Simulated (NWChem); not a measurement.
All runs are NWChem calculations. System: AgCl, charge 0, spin multiplicity 1, at a geometry optimised with PBE/def2-SVP with def2 effective core potentials on Ag. The structure started from a generated list of species. Level: G0W0@PBE0/def2-SVP with def2 effective core potentials on Ag, RI basis def2-svp-rifit, no spin-orbit coupling.

Input file:

```
start mol
memory heap 200 mb stack 700 mb global 1700 mb
geometry units angstroms nocenter noautoz
  Ag     0.000000     0.000000    -0.611161
  Cl     0.000000     0.000000     1.689679
  symmetry group C2v
end
basis spherical
  * library def2-svp
end
ecp
  Ag library def2-ecp
end
basis "ri basis" bse spherical
  * library def2-svp-rifit
end
dft
  xc pbe0
  iterations 100
  direct
  tolerances tight
end
task dft energy
gw
  states alpha occ 4 vir 2
end
task dft gw
```

NWChem printed:

```
             Northwest Computational Chemistry Package (NWChem) 7.3.0
             --------------------------------------------------------

                                NWChem Input Module
                                -------------------

 Scaling coordinates for geometry "geometry" by  1.889725989
 (inverse scale =  0.529177249)

 Turning off AUTOSYM since
 SYMMETRY directive was detected!

                             Geometry "geometry" -> ""
                             -------------------------

 Output coordinates in angstroms (scale by  1.889725989 to convert to a.u.)

  No.       Tag          Charge          X              Y              Z
 ---- ---------------- ---------- -------------- -------------- --------------
    1 Ag                  47.0000     0.00000000     0.00000000    -0.61116100
    2 Cl                  17.0000     0.00000000     0.00000000     1.68967900

 Effective nuclear repulsion energy (a.u.)     183.7644607842

            Nuclear Dipole moment (a.u.)
            ----------------------------
        X                 Y               Z
 ---------------- ---------------- ----------------
     0.0000000000     0.0000000000    -0.0000453534

      Symmetry information
      --------------------

 Group name             C2v
 Group number             16
 Group order               4
 No. of unique centers     2

      Symmetry unique atoms

     1    2


 Summary of "ao basis" -> "" (spherical)
 ------------------------------------------------------------------------------
       Tag                 Description            Shells   Functions and Types
 ---------------- ------------------------------  ------  ---------------------
 *                          def2-svp                  on all atoms

 Summary of "ri basis" -> "" (spherical)
 ------------------------------------------------------------------------------
       Tag                 Description            Shells   Functions and Types
 ---------------- ------------------------------  ------  ---------------------
 *                       def2-svp-rifit               on all atoms

                                 NWChem DFT Module
                                 -----------------

 Summary of "ao basis" -> "ao basis" (spherical)
 ------------------------------------------------------------------------------
       Tag                 Description            Shells   Functions and Types
 ---------------- ------------------------------  ------  ---------------------
 Ag                         def2-svp                11       31   5s3p2d1f
 Cl                         def2-svp                 8       18   4s3p1d

 Summary of "ao basis" -> "ao basis" (spherical)
 ------------------------------------------------------------------------------
       Tag                 Description            Shells   Functions and Types
 ---------------- ------------------------------  ------  ---------------------
 Ag                         def2-svp                11       31   5s3p2d1f
 Cl                         def2-svp                 8       18   4s3p1d

      Symmetry analysis of basis
      --------------------------

        a1         23
        a2          4
        b1         11
        b2         11

            General Information
            -------------------
          SCF calculation type: DFT
          Wavefunction type:  closed shell.
          No. of atoms     :     2
          No. of electrons :    36
           Alpha electrons :    18
            Beta electrons :    18
          Charge           :     0
          Spin multiplicity:     1
          Use of symmetry is: on ; symmetry adaption is: on
          Maximum number of iterations: 100
          This is a Direct SCF calculation.
          AO basis - number of functions:    49
                     number of shells:    19
          Convergence on energy requested:  1.00D-06
          Convergence on density requested:  1.00D-05
          Convergence on gradient requested:  5.00D-04

              XC Information
              --------------
                         PBE0 Method XC Functional
                     Hartree-Fock (Exact) Exchange  0.250
          PerdewBurkeErnzerhof Exchange Functional  0.750
            Perdew 1991 LDA Correlation Functional  1.000 local
           PerdewBurkeErnz. Correlation Functional  1.000 non-local

             Grid Information
             ----------------
          Grid used for XC integration:  medium
          Radial quadrature: Mura-Knowles
          Angular quadrature: Lebedev.
          Tag              B.-S. Rad. Rad. Pts. Rad. Cut. Ang. Pts.
          ---              ---------- --------- --------- ---------
          Ag                  1.60      123           8.0       590
          Cl                  1.00       88           9.0       590
          Grid pruning is: on
          Number of quadrature shells:   211
          Spatial weights used:  Erf1

          Convergence Information
          -----------------------
          Convergence aids based upon iterative change in
          total energy or number of iterations.
          Levelshifting, if invoked, occurs when the
          HOMO/LUMO gap drops below (HL_TOL):  1.00D-02
          DIIS, if invoked, will attempt to extrapolate
          using up to (NFOCK): 10 stored Fock matrices.

                    Damping( 0%)  Levelshifting(0.5)       DIIS
                  --------------- ------------------- ---------------
          dE  on:    start            ASAP                start
          dE off:    2 iters        100 iters           100 iters

      Screening Tolerance Information
[...]
  Symmetry fudging

 !! scf_movecs_sym_adapt:   10 vectors were symmetry contaminated

   convergence    iter        energy       DeltaE   RMS-Dens  Diis-err    time
 ---------------- ----- ----------------- --------- --------- ---------  ------
 d= 0,ls=0.0,diis     1   -606.8232929110 -6.81D+02  2.01D-02  4.17D-01     0.5

 !! scf_movecs_sym_adapt:   14 vectors were symmetry contaminated

  Symmetry fudging

 !! scf_movecs_sym_adapt:   10 vectors were symmetry contaminated

 d= 0,ls=0.0,diis     2   -606.8124584003  1.08D-02  1.09D-02  6.62D-01     0.7

 !! scf_movecs_sym_adapt:   16 vectors were symmetry contaminated

  Symmetry fudging

 !! scf_movecs_sym_adapt:   12 vectors were symmetry contaminated

 d= 0,ls=0.0,diis     3   -606.8817489557 -6.93D-02  2.18D-03  2.83D-03     0.9

 !! scf_movecs_sym_adapt:   12 vectors were symmetry contaminated

  Symmetry fudging

 !! scf_movecs_sym_adapt:    6 vectors were symmetry contaminated

 d= 0,ls=0.0,diis     4   -606.8818489125 -1.00D-04  1.12D-03  2.48D-03     1.1

 !! scf_movecs_sym_adapt:    8 vectors were symmetry contaminated

  Symmetry fudging

 !! scf_movecs_sym_adapt:    8 vectors were symmetry contaminated

 d= 0,ls=0.0,diis     5   -606.8822375246 -3.89D-04  1.47D-04  4.42D-05     1.4

 !! scf_movecs_sym_adapt:   10 vectors were symmetry contaminated

  Symmetry fudging

 !! scf_movecs_sym_adapt:    8 vectors were symmetry contaminated

 d= 0,ls=0.0,diis     6   -606.8822445949 -7.07D-06  3.71D-05  1.71D-06     1.6

 !! scf_movecs_sym_adapt:   14 vectors were symmetry contaminated

  Symmetry fudging

 !! scf_movecs_sym_adapt:    8 vectors were symmetry contaminated

 d= 0,ls=0.0,diis     7   -606.8822449680 -3.73D-07  7.45D-06  2.04D-07     1.8

         Total DFT energy =     -606.882244968002
      One electron energy =    -1045.414994414644
           Coulomb energy =      406.526710710039
    Exchange-Corr. energy =      -42.281722005954
 Nuclear repulsion energy =       74.287760742556

 Numeric. integr. density =       36.000000105745

     Total iterative time =      1.5s

                  Occupations of the irreducible representations
                  ----------------------------------------------

                     irrep           alpha         beta
                     --------     --------     --------
                     a1                9.0          9.0
                     a2                1.0          1.0
                     b1                4.0          4.0
                     b2                4.0          4.0

                       DFT Final Molecular Orbital Analysis
                       ------------------------------------

 Vector   16  Occ=2.000000D+00  E=-2.910855D-01  Symmetry=a1
              MO Center= -3.1D-16, -4.1D-16,  7.6D-01, r^2= 2.5D+00
   Bfn.  Coefficient  Atom+Function         Bfn.  Coefficient  Atom+Function
  ----- ------------  ---------------      ----- ------------  ---------------
    44      0.487230  2 Cl pz                17      0.450571  1 Ag d  0
     4     -0.409384  1 Ag s                 41      0.345940  2 Cl pz
     2      0.238452  1 Ag s                 38      0.204790  2 Cl pz
     1     -0.112123  1 Ag s                 22      0.103824  1 Ag d  0
     3      0.097934  1 Ag s                  8      0.096746  1 Ag pz

 Vector   17  Occ=2.000000D+00  E=-2.695383D-01  Symmetry=b1
              MO Center=  2.8D-16, -2.9D-16,  1.5D+00, r^2= 1.7D+00
   Bfn.  Coefficient  Atom+Function         Bfn.  Coefficient  Atom+Function
  ----- ------------  ---------------      ----- ------------  ---------------
    42      0.630150  2 Cl px                39      0.449524  2 Cl px
    18      0.273398  1 Ag d  1              36      0.263514  2 Cl px
    12      0.093640  1 Ag px                 9      0.056935  1 Ag px
     6     -0.055040  1 Ag px                23      0.029542  1 Ag d  1

 Vector   18  Occ=2.000000D+00  E=-2.695383D-01  Symmetry=b2
              MO Center= -6.1D-17, -3.2D-17,  1.5D+00, r^2= 1.7D+00
   Bfn.  Coefficient  Atom+Function         Bfn.  Coefficient  Atom+Function
  ----- ------------  ---------------      ----- ------------  ---------------
    43      0.630150  2 Cl py                40      0.449524  2 Cl py
    16     -0.273398  1 Ag d -1              37      0.263514  2 Cl py
    13      0.093640  1 Ag py                10      0.056935  1 Ag py
     7     -0.055040  1 Ag py                21     -0.029542  1 Ag d -1

 Vector   19  Occ=0.000000D+00  E=-1.140615D-01  Symmetry=a1
              MO Center=  7.5D-17, -8.6D-17, -1.1D+00, r^2= 4.1D+00
   Bfn.  Coefficient  Atom+Function         Bfn.  Coefficient  Atom+Function
  ----- ------------  ---------------      ----- ------------  ---------------
     4      0.583835  1 Ag s                  5      0.458012  1 Ag s
    44      0.332422  2 Cl pz                 2     -0.304195  1 Ag s
    14     -0.248488  1 Ag pz                41      0.177689  2 Cl pz
     3     -0.170894  1 Ag s                 11     -0.159207  1 Ag pz
     8      0.155074  1 Ag pz                 1      0.146134  1 Ag s

 Vector   20  Occ=0.000000D+00  E= 2.405698D-03  Symmetry=b1
              MO Center= -2.4D-16,  3.9D-16, -6.5D-01, r^2= 7.5D+00
   Bfn.  Coefficient  Atom+Function         Bfn.  Coefficient  Atom+Function
  ----- ------------  ---------------      ----- ------------  ---------------
    12      0.911734  1 Ag px                42     -0.228292  2 Cl px
     9      0.210663  1 Ag px                 6     -0.196554  1 Ag px
    39     -0.115240  2 Cl px                36     -0.067290  2 Cl px
    18     -0.065732  1 Ag d  1              23      0.029268  1 Ag d  1

 Vector   21  Occ=0.000000D+00  E= 2.405699D-03  Symmetry=b2
              MO Center= -1.4D-17, -2.4D-17, -6.5D-01, r^2= 7.5D+00
   Bfn.  Coefficient  Atom+Function         Bfn.  Coefficient  Atom+Function
  ----- ------------  ---------------      ----- ------------  ---------------
    13      0.911734  1 Ag py                43     -0.228292  2 Cl py
    10      0.210663  1 Ag py                 7     -0.196554  1 Ag py
    40     -0.115240  2 Cl py                37     -0.067290  2 Cl py
    16      0.065732  1 Ag d -1              21     -0.029268  1 Ag d -1

 center of mass
 --------------
 x =   0.00000000 y =   0.00000000 z =  -0.08324966

 moments of inertia (a.u.)
 ------------------
         498.135637850487           0.000000000000           0.000000000000
           0.000000000000         498.135637850487           0.000000000000
           0.000000000000           0.000000000000           0.000000000000

     Multipole analysis of the density
     ---------------------------------

     L   x y z        total         alpha         beta         nuclear
     -   - - -        -----         -----         ----         -------
     0   0 0 0     -0.000000    -18.000000    -18.000000     36.000000

     1   1 0 0     -0.000000     -0.000000     -0.000000      0.000000
     1   0 1 0     -0.000000     -0.000000     -0.000000      0.000000
     1   0 0 1     -2.092570    -17.215238    -17.215238     32.337906

     2   2 0 0    -23.322442    -11.661221    -11.661221      0.000000
     2   1 1 0      0.000000      0.000000      0.000000      0.000000
     2   1 0 1      0.000000      0.000000      0.000000      0.000000
     2   0 2 0    -23.322442    -11.661221    -11.661221      0.000000
     2   0 1 1      0.000000      0.000000      0.000000      0.000000
     2   0 0 2    -24.083500   -111.374644   -111.374644    198.665788

 Task  times  cpu:        1.8s     wall:        1.8s

                                NWChem Input Module
                                -------------------

                                 NWChem GW Module
                                 ----------------

                             ***********************
                             ***        GW       ***
                             ***********************

 Summary of "ri basis" -> "ri basis" (spherical)
 ------------------------------------------------------------------------------
       Tag                 Description            Shells   Functions and Types
 ---------------- ------------------------------  ------  ---------------------
 Ag                      def2-svp-rifit             30      132   8s7p6d5f3g1h
 Cl                      def2-svp-rifit             20       62   8s5p5d2f

                 Memory Information
                 ------------------
          Available GA per process is          1700.0 MBs
          Available stack per process is        700.0 MBs
          Available heap per process is           0.0 MBs

          Peak memory in Initialization
              Peak GA per process is                  1.7 MBs
              Peak stack per process is               0.0 MBs
              Peak heap per process is                2.0 MBs
              Memory not in MA per process            0.0 MBs

          Peak memory in AFF Calculation
              Peak GA per process is                  4.6 MBs
              Peak stack per process is               2.4 MBs
              Peak heap per process is                0.0 MBs
              Memory not in MA per process            2.4 MBs

          Computing 2-center integrals
          Computing Inverse Cholesky factor
          Computing 3-center integrals
          Computing V_xc ...

          Computing Sigma_x
          Computing RPA polarizability
          Solving quasiparticle equations

                  Alpha Orbitals
          State     Energy (eV)     Error (eV)
          -----------------------------------
@GW        15        -12.274           0.004
@GW        16         -9.575           0.004
@GW        17         -8.854           0.003
@GW        18         -8.854           0.003
@GW        19         -0.801           0.005
@GW        20          1.720           0.004

   Applying  -1.5191 eV scissor-shift to rest of particle states

   Applying   2.3025 eV scissor-shift to rest of hole states

     GW Timing Statistics
   ------------------------
   Init.   :          0.1s
     ERIs  :          0.1s
     Distr.:          0.0s
     Vxc   :          0.3s
   Sigma_x :          0.0s
   RPA     :          0.1s
   Wmn     :          0.0s
   Sigma_c :          0.0s
   GW total:          0.5s

 Task  times  cpu:        0.5s     wall:        0.5s

 Total times  cpu:        2.3s     wall:        2.3s
```
